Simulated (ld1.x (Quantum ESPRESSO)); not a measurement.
**Xe (Z = 54): excitation energies, all-electron against RRKJ**

Xe (Z = 54), norm-conserving RRKJ (Kleinman–Bylander form), made with ld1.x (Quantum ESPRESSO) 7.5 (PBEsol, scalar-relativistic). Core [Kr], reference 4d10 5s2 5p6. Waves: 5p (bound): rc 1.50 bohr; 4d (bound): rc 1.20 bohr; 5s (bound): rc 1.45 bohr. Local part: the s channel. Core correction: Bessel-smoothed model core, default radius (core density twice the valence density).

Energies are relative to the spin-unpolarised reference configuration 4d10 5s2 5p6; without spin polarisation the order of configurations can differ from experiment. The frozen-core shift is the all-electron ΔE with the core orbitals held at their reference shape minus the fully relaxed ΔE.

```csv
valence configuration,charge,ΔE all-electron (eV),error AE − PS (meV),frozen-core shift (meV)
4d10 5s2 5p5,+1,12.551,-1.1,+2.7
4d10 5s2 5p4,+2,34.331,+3.4,+8.2
4d10 5s2 5p3,+3,66.102,+17,+18
4d10 5s2 5p5.5,+0.5,5.177,-1.0,+1.0
4d9 5s2 5p6,+1,67.648,-335,+193
4d10 5s1 5p6,+1,24.728,+1.3,+3.3
```

Question: What are ΔE and the potential's error for 4d10 5s2 5p2?

Answer: ΔE = 108.485 eV all-electron; the error (AE − PS) is +41 meV.

Levels in the configuration 4d9 5s2 5p6:

```csv
level,all-electron (eV),pseudo (eV)
4d,-76.357,-76.939
5s,-31.259,-31.205
5p,-18.439,-18.364
```
